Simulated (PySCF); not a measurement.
# Potential energy of SnSe⁺ along the bond

Set-up: Sn def2-SVP with ECP28, Se def2-SVP; scalar-relativistic core potentials (PySCF 2.14). Energies in eV from Sn⁺ + Se in their ground configurations at the same level. State: ²Π (doublet), unpaired electrons π ↑.

| R (Å) | PBE0 | M06-L | LC-ωPBE | PBE |
| --- | --- | --- | --- | --- |
| 2.163 | -1.832 | -1.925 | -1.648 | -2.003 |
| 2.264 | -2.493 | -2.625 | -2.248 | -2.701 |
| 2.364 | -2.850 | -3.015 | -2.545 | -3.094 |
| 2.440 | -2.974 | -3.162 | -2.624 | -3.245 |
| 2.515 | -3.005 | -3.216 | -2.612 | -3.304 |
| 2.591 | -2.967 | -3.200 | -2.531 | -3.293 |
| 2.691 | -2.838 | -3.099 | -2.346 | -3.200 |
| 2.817 | -2.594 | -2.892 | -2.035 | -2.999 |
| 2.968 | -2.239 | -2.581 | -1.599 | -2.693 |
| 3.169 | -1.764 | -2.150 | -1.024 | -2.258 |

Problem. Put a parabola through the three lowest points of the PBE0 curve and estimate Re, k and ωe (reduced mass 47.95 u; 1 eV/Å² = 0.16022 mdyn/Å; ωe = 1302.8·√(k/μ) cm⁻¹).

Solution. Through R = 2.44, 2.515, 2.591 Å the second-order coefficient is 6.05 eV/Å², so Re ≈ 2.512 Å, k ≈ 1.94 mdyn/Å and ωe ≈ 262 cm⁻¹. A polynomial fit of higher order to the unrounded PBE0 energies gives Re = 2.508 Å, k = 2.00 mdyn/Å, ωe = 266 cm⁻¹; anharmonicity and rounding make the difference.

The higher-order fit for each curve: PBE0: Re = 2.508 Å, ωe = 266 cm⁻¹, De = 3.01 eV; M06-L: Re = 2.532 Å, ωe = 255 cm⁻¹, De = 3.22 eV; LC-ωPBE: Re = 2.465 Å, ωe = 286 cm⁻¹, De = 2.63 eV; PBE: Re = 2.539 Å, ωe = 252 cm⁻¹, De = 3.31 eV.

⟨S²⟩ of the unrestricted solution departs from its pure value on part of the curve, where spin states mix. These are scalar-relativistic numbers at best; spin–orbit coupling would shift them, the dissociation energy most. For an ion De counts to the pair picked by the measured ionisation energies or electron affinities, which need not be the lowest pair at this level. The state was picked by a PBE0 search and need not be the measured ground state.
